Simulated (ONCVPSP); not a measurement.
Pd (Z = 46): excitation energies, all-electron against ONCV

```
Element                 : Pd (Z = 46)
Generator               : ONCVPSP 4.0.1
Type                    : optimised norm-conserving Vanderbilt (ONCV)
Functional              : LDA (Perdew-Zunger)
Relativity              : fully relativistic
Frozen core             : [Ar] 3d10
Valence charge          : 18
Reference configuration : 4s2 4p6 4d8 (charge +2)
Partial waves           : 4s: rc 1.40 bohr, ncon 4, nbas 8, qcut 8.8 1/bohr, 3 projectors, debl 0.5 Ha; 4p: rc 1.55 bohr, ncon 4, nbas 7, qcut 11.1 1/bohr, 2 projectors, debl 1.1 Ha; 4d: rc 1.30 bohr, ncon 4, nbas 7, qcut 8 1/bohr, 2 projectors, debl 2.8 Ha
Local potential         : polynomial inside 1.10 bohr (lpopt 2, dvloc0 3 Ha)
Core correction         : Teter function, fcfact 2.75, rcfact 1.5
```

Open shells are filled in proportion to 2j + 1.

In the s channel the program set the typed energies aside and used -4.060, 0.250, 0.750 Ha. In the p channel the program set the typed energies aside and used -2.748, 0.250 Ha (j = l + 1/2; the other j can differ).

Energies are relative to the spin-unpolarised reference configuration 4s2 4p6 4d8; without spin polarisation the order of configurations can differ from experiment.

```
valence configuration  charge  ΔE all-electron (eV)  error AE − PS (meV)
         4s2 4p6 4d10       0               -30.475                 -2.6
          4s2 4p6 4d7      +3                34.593                 +3.5
```

(1) What are ΔE and the potential's error for 4s2 4p6 4d9 5p1?

(2) What are ΔE and the potential's error for 4s2 4p6 4d9?

Levels in the configuration 4s2 4p6 4d9:

| level | all-electron (eV) | pseudo (eV) |
| --- | --- | --- |
| 4s j=1/2 | -96.735 | -96.741 |
| 4p j=3/2 | -61.195 | -61.196 |
| 4p j=1/2 | -65.718 | -65.721 |
| 4d j=5/2 | -14.695 | -14.692 |
| 4d j=3/2 | -15.179 | -15.182 |

Answers

(1) ΔE = -25.158 eV all-electron; the error (AE − PS) is -1.2 meV.

(2) ΔE = -21.082 eV all-electron; the error (AE − PS) is -1.2 meV.
